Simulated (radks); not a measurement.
All-electron atom: Ce XLIX in [He] 2p6 3p2 (not the ground configuration).

All-electron calculation, Dirac Kohn-Sham, PBE, spin-unpolarised, spherical densities, point nucleus; open shells fill j = l - 1/2 first. Program: a radial shooting solver on a logarithmic mesh with Libxc functionals.

Energy parts (Ry):
part                       energy
total                 -12137.8067
kinetic                13165.5315
electron-nucleus      -26166.2415
Hartree                 1044.2712
exchange-correlation    -181.3679

Orbitals (lengths in bohr, moments of r in powers of bohr):
| orbital | occ. | eigenvalue (Ry) | <r^4> |
|---|---|---|---|
| 1s1/2 | 2 | -3236.286 | 1.758e-06 |
| 2s1/2 | 0 | -725.1646 | 0.0002563 |
| 2p1/2 | 2 | -704.6765 | 0.0001573 |
| 2p3/2 | 4 | -669.7203 | 0.0001935 |
| 3p1/2 | 2 | -292.5992 | 0.005530 |
| 3p3/2 | 0 | -283.1407 | 0.006314 |
| 3d3/2 | 0 | -274.3719 | 0.003666 |
| 3d5/2 | 0 | -271.9557 | 0.003827 |

The highest occupied level is 3p1/2 at -3981.0 eV. The configuration is held as typed, so some empty levels lie below it. The density falls to 0.001 e/bohr^3 at r = 0.65 bohr. Summed over all electrons, <r^2> = 0.1805 bohr^2, which gives a Langevin (diamagnetic) susceptibility term of -0.143 x 10^-6 cm^3/mol.
